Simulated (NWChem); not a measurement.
Molecule: Si2H4S, singlet; SMILES [SiH3][Si]S

```xyz
7

Si    -1.1018     0.1987    -0.0001
S      0.5365     1.5620    -0.0001
H     -0.1732     2.7184     0.0009
Si     0.3634    -1.7137     0.0000
H      1.8296    -1.4059    -0.0061
H      0.0441    -2.5515    -1.2022
H      0.0525    -2.5432     1.2100
```
Atoms are numbered in this order, from 1.

Low-valent species are run as closed-shell singlets; no triplet was tried in these runs. The geometry was optimised at PBE0/def2-SVP.

### Question
List the 4 lowest vertical singlet excitations from PBE0/def2-SVPD, TDA (NWChem).

### Answer
```csv
state,energy (eV),oscillator strength,leading excitation (squared amplitude)
S1,2.53,0.005,HOMO → LUMO (0.99)
S2,4.70,0.009,HOMO−2 → LUMO (0.96)
S3,4.95,0.008,HOMO → LUMO+1 (0.62)
S4,5.09,0.087,HOMO−1 → LUMO (0.52)
```
